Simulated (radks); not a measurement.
Task: Species: neutral arsenic. Configuration: [Ar] 3d10 4s1 4p4 (not the ground configuration). Method: Dirac Kohn-Sham, PBE, spin-unpolarised, spherical densities, finite nucleus; open shells fill j = l - 1/2 first; Fermi nuclear charge, rms radius 4.0968 fm; computed with a radial shooting solver on a logarithmic mesh with Libxc functionals.

Spin-orbit splittings of the eigenvalues, e(l+1/2) - e(l-1/2), with zeta = 2 splitting/(2l+1) and mean radii in bohr:

| shell | occ. | splitting (eV) | zeta (eV) | <r> j=l-1/2 | <r> j=l+1/2 |
|---|---|---|---|---|---|
| 2p | 6 | 36.56 | 24.38 | 0.1747 | 0.1784 |
| 3p | 6 | ? | ? | 0.6098 | 0.6204 |
| 3d | 10 | 0.7299 | 0.2920 | 0.6741 | 0.6788 |
| 4p | 4 | 0.2902 | 0.1934 | 2.454 | 2.504 |

Estimate the 3p splitting.

Result: 5.024 eV (zeta = 3.349 eV).
